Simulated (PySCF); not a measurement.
## A series of derivatives of N[Si]1(N)CCC1

Parent skeleton `[NH2:1][Si:2]1([NH2:3])[CH2:4][CH2:5][CH2:6]1`; one hydrogen on atom 4 is replaced by X. Hydrogens on one atom are averaged.

PySCF 2.14 calculation with shieldings: GIAO PBE0/pcSseg-1 and structure optimised with GFN2-xTB; relativity neglected, one computed conformer, rapidly exchanging positions averaged, gas phase.

Referencing at the same level of theory: NH3 for 15N; 29Si, 13C, 1H against TMS.

Four derivatives gave (δ, ppm):
```csv
compound,N1,Si2,N3,C4,C5,C6,H(C4),H(C5),H(C6)
1,40.7,-15.9,27.6,51.0,26.9,20.5,3.30,1.76,1.26
2,21.4,-3.5,26.1,51.0,27.5,25.8,2.69,1.89,1.64
3,33.6,-10.2,27.4,45.2,17.1,22.9,3.04,2.22,1.45
4,25.2,-8.2,31.3,46.2,21.0,22.4,2.17,1.63,1.47
```

Q: Their substituents are CH2OH, COOCH3, NHCOCH3, SCH3. Which is which?

A: 1: X = NHCOCH3 (CC(=O)N[C@H]1CC[Si]1(N)N); 2: X = SCH3 (CS[C@@H]1CC[Si]1(N)N); 3: X = COOCH3 (COC(=O)[C@H]1CC[Si]1(N)N); 4: X = CH2OH (N[Si]1(N)CC[C@@H]1CO).

Experimental scales use liquid or dissolved standards, which lie at an offset from isolated NH3 (liquid NH3: subtract about 20 ppm).
